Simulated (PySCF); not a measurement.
SMILES O[Si](O)(O)O[SiH2]O[SiH](Cl)Cl, GFN2-xTB optimised geometry.

```
16

Si     1.96    -0.04     0.00
Cl     3.96    -0.04     0.00
Cl     1.30    -1.03    -1.62
O      1.53    -0.82     1.33
Si     0.42    -1.55     2.29
O     -1.05    -1.32     1.70
Si    -1.92    -0.66     0.48
O     -1.38     0.85     0.19
O     -1.80    -1.57    -0.84
O     -3.45    -0.57     0.96
H      1.44     1.31     0.00
H      0.53    -0.84     3.56
H      0.73    -2.97     2.24
H     -1.75     1.57     0.69
H     -0.98    -1.59    -1.34
H     -3.96    -1.37     1.04
```

Density from PBE0/def2-TZVP run with PySCF at that geometry.

Minimum of the electron density along straight lines between bonded atoms, close to the bond critical point (lines longer than 1.1 times the sum of covalent radii, or with two minima, are not listed):

```
bond     length / Å  ρ at the minimum / e bohr⁻³  ∇²ρ there / e bohr⁻⁵  position (fraction from the first atom)
-------  ----------  ---------------------------  --------------------  ---------------------------------------
Si1–Cl2       2.003                        0.109                  0.28                                     0.37
Si1–Cl3       2.008                        0.107                  0.28                                     0.37
Si1–O4        1.600                        0.149                  1.03                                     0.42
O4–Si5        1.639                        0.133                  0.86                                     0.59
Si5–O6        1.602                        0.148                  1.02                                     0.42
O6–Si7        1.640                        0.136                  0.85                                     0.59
Si7–O8        1.621                        0.148                  0.91                                     0.41
Si7–O9        1.610                        0.152                  0.94                                     0.41
Si7–O10       1.614                        0.151                  0.94                                     0.41
Si1–H11       1.446                        0.136                  0.17                                     0.49
Si5–H12       1.454                        0.131                  0.18                                     0.49
Si5–H13       1.454                        0.132                  0.18                                     0.49
O8–H14        0.954                        0.361                 -2.51                                     0.81
O9–H15        0.958                        0.354                 -2.46                                     0.82
O10–H16       0.952                        0.362                 -2.52                                     0.81
```
